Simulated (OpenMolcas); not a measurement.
An atom or ion with 22 electrons was computed by SS-CASPT2, IPEA 0.25 Eh, imaginary shift 0.1 Eh with spin-orbit coupling (OpenMolcas, ANO-RCC-VTZP, DKH2). The lowest levels that the run gave, each within 12 % of the measured value where one is at hand:

| J | Parity | E (cm⁻¹) | g |
| --- | --- | --- | --- |
| 0 | even | 0.0 |  |
| 1 | even | 154 | 1.501 |
| 2 | even | 452 | 1.501 |
| 3 | even | 876 | 1.501 |
| 4 | even | 1411 | 1.501 |
| 0 | even | 24580 |  |
| 4 | even | 25410 | 0.806 |
| 1 | even | 25500 | 1.500 |
| 5 | even | 25740 | 1.036 |
| 6 | even | 26110 | 1.167 |
| 2 | even | 27050 | 1.500 |
| 2 | even | 27360 | 0.667 |

Task: Which ion is it, and what are the configurations and terms?

Result: Fe4+ (Z = 26, charge +4; active space 4 electrons in 5 orbitals (3d)). J, parity and g give the terms where levels are pure, and mixed ones are named by the computed weights; the size of the splittings, set against known spectra of the 22-electron sequence, gives the charge. In order, with the measured energies in cm⁻¹ (Corliss and Sugar, J. Phys. Chem. Ref. Data 11, 135 (1982)): 3d⁴ ⁵D₀, 3d⁴ ⁵D₁ (142), 3d⁴ ⁵D₂ (417), 3d⁴ ⁵D₃ (803), 3d⁴ ⁵D₄ (1283), 3d⁴ ³P₀(1) (24055), 3d⁴ ³H₄ (24932), 3d⁴ ³P₁(1) (24973), 3d⁴ ³H₅ (25226), 3d⁴ ³H₆ (25528), 3d⁴ ³P₂(1) (26468), 3d⁴ ³F₂(1) (26761).

CASPT2 does not keep the components of a term degenerate, so their means are used; among the terms shown or strongly mixed into the levels shown the widest spread is 130 cm-1 (3d⁴ ³F(1)). Computed and measured levels are paired by configuration, term and J; levels that our copy of the source lacks, or whose pairing is in doubt (as where it misses far off the trend of its configuration), stay unpaired and out of the deviations. Levels of configurations outside the active space are missing.

A number in round brackets counts repeated terms of one configuration in the order of the reference energies.
